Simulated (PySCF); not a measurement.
Pd²⁰⁺ (palladium, charge +20) across methods

[Ar] 3d8, high-spin 3F determinant. Calculation: PySCF 2.14, in an uncontracted even-tempered set (19 s from 2.1 bohr⁻², ratio 2.5; 13 p from 2.7 bohr⁻², ratio 2.5; 8 d from 2.7 bohr⁻², ratio 2.5; 4 f from 13 bohr⁻², ratio 2.7; 3 g from 20 bohr⁻², ratio 2.7); the spin-free X2C one-electron Hamiltonian (Gaussian nucleus). The B2PLYP total includes its PT2 part (frozen core); its orbital energies are those of the SCF part.

```tsv
method	E (hartree)	mean ε 3p β (eV)	mean ε 3d α (eV)	mean ε 3d β (eV)	Σ⟨r²⟩ (bohr²)	⟨S²⟩
PBE0	-4854.90	-1099.3	-920.30	-914.64	2.445	2.000
B2PLYP	-4855.12	-1110.6	-930.22	-924.07	2.444	2.000
TPSSh	-4855.14	-1094.0	-914.61	-909.44	2.446	2.000
r2SCAN	-4855.30	-1093.0	-913.92	-908.88	2.443	2.000
LDA	-4849.61	-1088.2	-910.88	-905.20	2.448	2.000
UHF	-4853.83726	-1129.6	-946.85	-939.62	2.441	2.000
```

Task: Estimate the same row for PBE.

Result: E (hartree) = -4854.79; mean ε 3p β (eV) = -1088.5; mean ε 3d α (eV) = -910.84; mean ε 3d β (eV) = -905.70; Σ⟨r²⟩ (bohr²) = 2.446; ⟨S²⟩ = 2.000.

Spin-orbit coupling, absent here, splits the open shell strongly.
